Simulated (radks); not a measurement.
Values are calculated unless marked as measured or tabulated.
Species: F III. Configuration: [He] 2p5 (not the ground configuration). Code: a radial shooting solver on a logarithmic mesh with Libxc functionals. Model: scalar-relativistic Kohn-Sham, LDA (Slater exchange, Perdew-Wang correlation), spin-polarised, spherical densities, point nucleus; open shells are filled with parallel spins first.

Radial electron density D(r) = 4 pi r^2 rho(r):

r (bohr)  D(r) (e/bohr)  spin D(r)
0.01397          0.8124  -0.000721
0.01706           1.146  -0.000998
0.02083           1.596   -0.00135
0.02565           2.218   -0.00178
0.03133           2.988   -0.00221
0.03858           3.978   -0.00252
0.04712           5.097   -0.00235
0.05801           6.371   -0.00102
0.07085           7.585    0.00260
0.08724           8.648     0.0111
0.1066            9.265     0.0273
0.1312            9.288     0.0582
0.1602            8.648      0.109
0.1973            7.439      0.194
0.241             6.104      0.313
0.2943            5.033      0.474
0.3624            4.524      0.674
0.4426            4.614      0.870
0.5449            4.962       1.02
0.6656            5.088       1.06
0.8195            4.672      0.963
1.001             3.734      0.747
1.232             2.478      0.473
1.505             1.366      0.243
1.853            0.5705     0.0915
2.263            0.1834     0.0255
2.787           0.03872    0.00432
3.404          0.005600   0.000446

D(r) has 2 maxima, at r = 0.119, 0.639 bohr, and minima at 0.383 bohr, inside which lie 2.35 electrons.
